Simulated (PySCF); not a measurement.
Bonds broken one at a time in the series SiH2(OH)-X. Isolated molecules, 0 K electronic values unless said otherwise. One relaxed conformer stands for each flexible species; it need not be the lowest. Strings in code marks are SMILES.

Quantity: electronic energy of isomers of CH3O2Si, doublet states, relative to `O=[C][SiH2]O` (O–C–Si–O torsion 145°, C–Si–O–H torsion 45°), in kJ/mol.

Case: `O=C(O)[SiH2]`. Geometry of `O=C(O)[SiH2]` (neutral, multiplicity 2, Å):

```xyz
7

O      0.9682     1.3866     0.3730
C      0.5299     0.3396    -0.0243
O      1.3136    -0.7118    -0.3284
Si    -1.3211     0.0261    -0.3556
H      2.2308    -0.4400    -0.1622
H     -2.1271     1.0140     0.3969
H     -1.7294    -1.3816    -0.1265
```

**Question.** Predict the electronic energy of isomers of CH3O2Si, doublet states, relative to `O=[C][SiH2]O` (O–C–Si–O torsion 145°, C–Si–O–H torsion 45°) from B3LYP-D3(BJ)/def2-TZVP // PBE0-D4/def2-TZVP (PySCF).

**Answer.** 85.1 kJ/mol.
